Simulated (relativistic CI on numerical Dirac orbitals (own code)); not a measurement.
## d8 in a ligand field

Computed with a parametric ligand-field model of a d^n configuration (Racah B and C, spin-orbit zeta, crystal field), exact diagonalisation.

Field parameters in Wybourne normalisation: Oh B⁴₀ = 21Dq, B⁴₄ = √(5/14) B⁴₀. The field is a parameter set, without covalency.

(1) Lowest levels for B = 410, C = 1690, ζ = 1450 cm⁻¹, Oh, 10Dq = 26250 cm⁻¹?

(2) Lowest levels for B = 380, C = 1510, ζ = 3800 cm⁻¹, Oh, 10Dq = 32050 cm⁻¹?

(3) Lowest levels for B = 480, C = 1920, ζ = 600 cm⁻¹, Oh, 10Dq = 7800 cm⁻¹?

(4) Lowest levels for B = 1030, C = 5300, ζ = 860 cm⁻¹, Oh, 10Dq = 18550 cm⁻¹?

(5) Lowest levels for B = 400, C = 2010, ζ = 100 cm⁻¹, Oh, 10Dq = 25500 cm⁻¹?

Answers

(1) T2 0 (S 1.00), E 6555 (S 0.02), A1 12582 (S 0.03), E 25735 (S 1.00), T1 25821 (S 0.99), T2 26615 (S 0.99), A2 27192 (S 1.00), T2 30808 (S 0.94), E 31254 (S 0.99) cm⁻¹, with S from ⟨S²⟩ = S(S + 1). The ground level has 2.01 electrons in the cubic e pair.

(2) T2 0 (S 0.99), E 5798 (S 0.08), A1 11444 (S 0.09), E 30160 (S 0.99), T1 30489 (S 0.95), T2 32106 (S 0.89), A2 35140 (S 1.00), T2 37228 (S 0.91), T1 38525 (S 0.96) cm⁻¹, with S from ⟨S²⟩ = S(S + 1). The ground level has 2.03 electrons in the cubic e pair.

(3) T2 0 (S 1.00), E 6921 (S 0.58), T1 7675 (S 1.00), T2 8040 (S 1.00), E 8122 (S 0.68), A2 8211 (S 1.00), A1 11242 (S 0.90), T1 11851 (S 1.00), T2 12293 (S 1.00) cm⁻¹, with S from ⟨S²⟩ = S(S + 1). The ground level has 2.01 electrons in the cubic e pair.

(4) T2 0 (S 1.00), E 17430 (S 0.67), T1 18359 (S 1.00), T2 18845 (S 1.00), A2 19077 (S 1.00), E 19294 (S 0.58), A1 27063 (S 0.96), T1 27676 (S 1.00), T2 28203 (S 1.00) cm⁻¹, with S from ⟨S²⟩ = S(S + 1). The ground level has 2.00 electrons in the cubic e pair.

(5) T2 0 (S 1.00), E 7182 (S 0.00), A1 13573 (S 0.00), E 25474 (S 1.00), T1 25475 (S 1.00), T2 25525 (S 1.00), A2 25551 (S 1.00), T2 30027 (S 1.00), E 30029 (S 1.00) cm⁻¹, with S from ⟨S²⟩ = S(S + 1). The ground level has 2.00 electrons in the cubic e pair.
